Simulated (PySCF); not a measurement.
Arsenic: a sound run and one with changed settings

Sound run: As+ [Ar] 3d10 4s2 4p2, As(2+) [Ar] 3d10 4s2 4p1. Calculation: PySCF 2.14, in x2c-TZVPall (6s5p4d1f, 48 functions); scalar relativity by spin-free X2C-1e. In the sound run the correlated levels freeze [Ar] 3d10. The sound run starts from symmetry-adapted Hartree-Fock orbitals and uses a fine grid where one is needed.

Changed run: the non-relativistic Hamiltonian (point nucleus). This setting is unsound on purpose.

```
species   method  sound run (hartree)  changed run (hartree)  converged
    As+      UHF          -2258.66337            -2222.35943        yes
    As+     BP86          -2260.64713            -2224.36833        yes
    As+      PBE          -2260.02687            -2223.75016        yes
    As+      MP2          -2258.71611            -2222.41306        yes
    As+  CCSD(T)          -2258.73266            -2222.43051        yes
 As(2+)      UHF          -2258.00411            -2221.69896        yes
 As(2+)     BP86          -2259.96440            -2223.68412        yes
 As(2+)      PBE          -2259.34749            -2223.06928        yes
 As(2+)      MP2          -2258.04312            -2221.73886        yes
 As(2+)  CCSD(T)          -2258.05752            -2221.75423        yes
```

Ionisation energy of As+:

```tsv
method	sound run (eV)	changed run (eV)
UHF	17.939	17.972
BP86	18.578	18.618
PBE	18.487	18.528
MP2	18.313	18.346
SCS-MP2	18.240	18.273
CCSD	18.348	18.377
CCSD(T)	18.372	18.402
```

Most of the change in total energy is the relativistic energy itself. On top of that the contraction fixes the core shape for the Hamiltonian it was made with, so the changed run is not a good calculation with the other Hamiltonian either.

For comparison, NIST gives 18.589 eV between the lowest levels.
